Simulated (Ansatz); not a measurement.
A nudged elastic band was laid between two geometries of CH6Sn + FH (10 atoms, charge 0, multiplicity 1).

The calculation used Ansatz 0.2.0, RHF/def2-SVP.

```
movable images  : 7
climbing image  : yes
spring          : 5.0 eV/Å²
optimiser       : quadratic models (default)
start path      : straight line
force threshold : 0.03 eV/Å
iteration limit : 60
end points      : relaxed
```

First end point:

```xyz
10
Properties=species:S:1:pos:R:3
Sn -0.141 -0.182 0.198
C -0.340 -0.319 2.342
H -1.389 -0.429 2.620
H 0.214 -1.179 2.722
H 0.055 0.589 2.796
H 1.504 0.103 -0.220
H -1.088 1.094 -0.435
H -0.618 -1.650 -0.551
F 1.540 2.610 1.490
H 2.174 2.242 0.963
```

Last end point:

```xyz
10
Properties=species:S:1:pos:R:3
Sn 0.585 0.448 -1.481
C -0.235 0.112 3.749
H -1.308 0.306 3.690
H -0.074 -0.931 4.021
H 0.205 0.756 4.513
H 1.921 0.966 -2.397
H -0.793 1.422 -1.686
H 0.267 -1.216 -1.631
F 1.113 0.698 0.362
H 0.230 0.317 2.785
```

**Question.** Which bonds break or form, and what moves?

**Answer.** Bonds broken: Sn1–C2, F9–H10. Bonds formed: Sn1–F9, C2–H10. CH6Sn + FH becomes CH4 + FH3Sn.

**Question.** Give the energies along the band, and the barrier.

**Answer.** It converged. The highest image is number 3 of 0 to 8, 44.5 kcal/mol above the first end and 65.8 kcal/mol above the last; the last end lies 21.3 kcal/mol below the first. Neighbouring images differ by up to 2.2 eV, so the band resolves the path poorly. Another band between the same ends (7 images) ends at a top of the same energy, where a vibrational analysis finds 1 clearly imaginary mode. The orbitals stay closed-shell, which can raise the energy where a bond breaks towards radicals; this wasn't checked here.

```
image  path coordinate (Å)  energy (kcal/mol)  Sn1–C2 (Å)  F9–H10 (Å)  Sn1–F9 (Å)
    0                 0.00                0.0        2.16        0.90        3.51
    1                 1.13                1.2        2.17        0.90        3.34
    2                 2.27                7.3        2.20        0.91        2.91
    3                 3.40               44.5        2.48        1.18        2.24
    4                 4.61               -6.5        3.21        1.83        1.96
    5                 5.82              -19.9        3.94        2.32        1.93
    6                 7.04              -21.0        4.31        2.58        1.93
    7                 8.25              -21.2        4.85        2.61        1.93
    8                 9.46              -21.3        5.31        2.61        1.93
```

**Question.** What is the geometry of the highest image?

**Answer.** 
```xyz
10
Properties=species:S:1:pos:R:3
Sn -0.001 0.361 -0.047
C 0.203 -0.093 2.383
H -0.865 -0.231 2.549
H 0.683 -1.065 2.269
H 0.609 0.355 3.297
H 1.418 0.177 -0.955
H -1.107 1.573 -0.477
H -0.835 -1.145 -0.059
F 1.088 1.919 1.146
H 0.718 1.028 1.819
```

Time of the run: 6.8 min on 2 threads of Intel(R) Xeon(R) Platinum 8375C CPU @ 2.90GHz (Ice Lake), on a shared host, peak memory 0.19 GiB.
